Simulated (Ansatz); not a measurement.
`[SiH3]C1C=N1`, relaxed with RKS PBE-D4/def2-SVP in the Gaussian-basis code of Ansatz from a rough embedded geometry. The force threshold is 0.03 eV/Å; the program also tests the step.

The species carries charge 0 and has multiplicity 1.

Start:

```xyz
9

Si   -0.124   -0.628    0.965
C    -0.177   -0.103   -0.741
C     0.389    1.137   -1.047
N    -0.948    1.255   -1.087
H     0.992   -1.653    1.173
H     0.205    0.484    1.954
H    -1.380   -1.294    1.452
H    -0.321   -0.845   -1.502
H     1.364    1.647   -1.167
```

| step | energy (eV) | largest force (eV/Å) | largest move (Å) |
| --- | --- | --- | --- |
| 1 | -11506.1865 | 4.006 | 0.000 |
| 2 | -11506.6526 | 1.621 | 0.136 |
| 3 | -11506.7353 | 0.862 | 0.113 |
| 4 | -11506.7451 | 0.258 | 0.028 |
| 5 | -11506.7479 | 0.108 | 0.026 |
| 6 | -11506.7486 | 0.036 | 0.017 |
| 7 | -11506.7488 | 0.008 | 0.005 |

End:

```xyz
9

Si   -0.117   -0.712    1.079
C    -0.130   -0.095   -0.708
C     0.419    1.195   -1.135
N    -0.835    1.288   -1.023
H     0.943   -1.768    1.255
H     0.175    0.443    1.998
H    -1.448   -1.315    1.442
H    -0.285   -0.862   -1.495
H     1.279    1.825   -1.413
```

Run time 9 s (2 threads of an Arm Neoverse V2 on a shared host); peak host memory 0.15 GiB.
